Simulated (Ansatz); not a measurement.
`BS[SiH2]OC` at its PBE0-D4/def2-TZVP geometry, where that method's forces vanish. The species carries charge 0 and has multiplicity 1.

```xyz
12

B    -0.2092   -2.3246   -0.8690
S     1.1306   -1.5457    0.0047
Si   -0.0015   -0.1566    1.2031
O    -0.6328    1.0540    0.3080
C     0.1410    1.9696   -0.4364
H     0.0799   -3.1566   -1.6728
H    -1.3446   -2.0279   -0.6520
H    -1.1454   -0.8449    1.8329
H     0.9698    0.3696    2.1983
H    -0.5322    2.7181   -0.8559
H     0.6653    1.4683   -1.2561
H     0.8790    2.4767    0.1952
```

**Question.** What forces (eV/Å) does r2SCAN-D4/def2-TZVPP give on these atoms in the Gaussian-basis code of Ansatz? (Estimate.)

**Answer.** The calculation gave: 
```
B1  -0.079 -0.057 -0.064
S2   0.088 -0.017  0.001
Si3 -0.005 -0.004  0.097
O4  -0.219 -0.167  0.136
C5   0.180  0.228 -0.179
H6  -0.011  0.029  0.027
H7   0.035 -0.011 -0.012
H8   0.027  0.021 -0.008
H9  -0.018 -0.005 -0.009
H10  0.011 -0.014  0.007
H11 -0.005  0.001  0.004
H12 -0.003 -0.005 -0.001
```
